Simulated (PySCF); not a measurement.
**Co²⁺: ionisation energy**

Co²⁺ [Ar] 3d7 [3d3/2^4 3d5/2^3, M_J = 9/2] → Co³⁺ [Ar] 3d6 [3d3/2^4 3d5/2^2, M_J = 4], as a difference of total energies. Calculation: PySCF 2.14, in x2c-TZVPPall-2c (6s7p4d2f1g, 70 functions); the two-component X2C-1e Hamiltonian. Correlated levels: [Ne] frozen; the 6 highest virtual spinors dropped. "Screened" scales the spin-orbit matrix elements by Boettger's factors to mimic the two-electron term; Breit and QED terms are absent.

| method | ionisation energy (eV) |
| --- | --- |
| GHF (spin-free) | 31.097 |
| GMP2 (spin-free) | 33.468 |
| GHF (screened spin-orbit) | 31.121 |
| GMP2 (screened spin-orbit) | 33.494 |

Problem. How much does correlation contribute at GMP2 (screened spin-orbit)?

Solution. 33.494 − (31.121) = 2.373 eV, measured against GHF (screened spin-orbit).

Errors of the correlated levels include the incompleteness of this basis and the frozen core.

The labels give the starting determinants; with spin-orbit coupling the two ends relaxed to ⟨J²⟩ = 24.76, ⟨L²⟩ = 12.02, ⟨S²⟩ = 3.75 and ⟨J²⟩ = 20.01, ⟨L²⟩ = 6.01, ⟨S²⟩ = 6.00.

For comparison: 33.5 ± 0.06 eV (semi-empirical (NIST evaluation); NIST Atomic Spectra Database, ionization energies).
